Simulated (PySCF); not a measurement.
CAM-B3LYP on Tl- (thallium, charge -1), [Xe] 4f14 5d10 6s2 6p2, high-spin 3P determinant. All numbers are calculated (PySCF 2.14, a scalar-relativistic core potential, in aug-cc-pwCVQZ-PP with ECP60MDF).

```
cycle= 1 E= -172.477644357679  delta_E= -0.0106  |g|= 0.0182  |ddm|= 0.436
cycle= 2 E= -172.47787672813  delta_E= -0.000232  |g|= 0.00339  |ddm|= 0.0421
cycle= 3 E= -172.477896652612  delta_E= -1.99e-05  |g|= 0.00206  |ddm|= 0.0162
cycle= 4 E= -172.477900255507  delta_E= -3.6e-06  |g|= 0.000602  |ddm|= 0.00684
cycle= 5 E= -172.477901236993  delta_E= -9.81e-07  |g|= 0.000148  |ddm|= 0.00495
cycle= 6 E= -172.477901418607  delta_E= -1.82e-07  |g|= 3.03e-05  |ddm|= 0.00287
cycle= 7 E= -172.477901429717  delta_E= -1.11e-08  |g|= 5.95e-06  |ddm|= 0.000871
cycle= 8 E= -172.477901430202  delta_E= -4.85e-10  |g|= 3.19e-06  |ddm|= 0.000128
converged SCF energy = -172.477901430202  <S^2> = 2.0031497  2S+1 = 3.0020991
```

Highest occupied orbital energy: 0.127 eV; ⟨L²⟩ = 2.01; populations by l: s 4.00, p 8.00, d 10.00, f 0.00.

**Question.** Can this result be used?

**Answer.** With care. The run converged. Energies and moments cover only the electrons outside the core potential. Spin-orbit coupling is strong in this species (close to jj coupling), so the high-spin LS determinant is a model state, not a physical level. At CAM-B3LYP the highest occupied level has a positive energy, so only the finite basis holds that electron.
